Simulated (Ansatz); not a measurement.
Isolated molecules relaxed with PBE0-D4/def2-TZVP in Ansatz; ΔE leaves out vibrations. CCSD(T)/CBS is the MP2 limit (def2-TZVPP, def2-QZVPP) plus CCSD(T) − MP2 in def2-TZVPP, frozen cores. This one scheme is used for every species. Functionals use def2-TZVPP. B3LYP here is the variant with VWN-RPA as its local correlation; programs differ in this. HSE06 is defined as in plane-wave codes. One conformer a species, not always the lowest.

Consider the silylene formation by 1,1-elimination: `C[SiH](O)S` → H₂O + `C[Si]S`.

| level | ΔE (kJ/mol) | difference from CCSD(T)/CBS |
| --- | --- | --- |
| B3LYP-D4 | 266.4 | -4.6 |
| r2SCAN0-D4 | 291.9 | 20.9 |
| HSE06-D4 | 272.9 | 1.9 |
| ωB97M-V | 271.1 | 0.1 |
| PBE-QIDH | 286.8 | 15.8 |
| PBE | 251.3 | -19.7 |
| BLYP | 238.2 | -32.8 |
| r2SCAN | 284.4 | 13.4 |
| B3LYP | 257.4 | -13.6 |
| r2SCANh | 286.7 | 15.7 |
| CAM-B3LYP | 277.4 | 6.4 |
| HF/def2-TZVPP | 281.7 | 10.7 |
| SCS-MP2/def2-TZVPP | 279.7 | 8.7 |
| CCSD/def2-TZVPP | 271.3 | 0.3 |
| SCS-MP2/def2-QZVPP | 281.2 | 10.2 |
| CCSD/CBS(def2) | 272.8 | 1.8 |
| CCSD(T)/CBS | 271.0 | 0 |

Largest T1 diagnostic among the species: 0.014.

The D4 term adds +9.0 kJ/mol with B3LYP and +5.0 kJ/mol with PBE0; it sums over pairs of atoms, weighted by their polarisabilities, and B3LYP, whose exchange is more repulsive, gets the larger term. From BLYP to BHLYP (50 % exact exchange), in def2-TZVPP and without D4, ΔE moves by +41.4 kJ/mol. At CCSD(T), def2-SVP lies −17.5 kJ/mol from the extrapolated value and def2-TZVPP −1.6 kJ/mol.
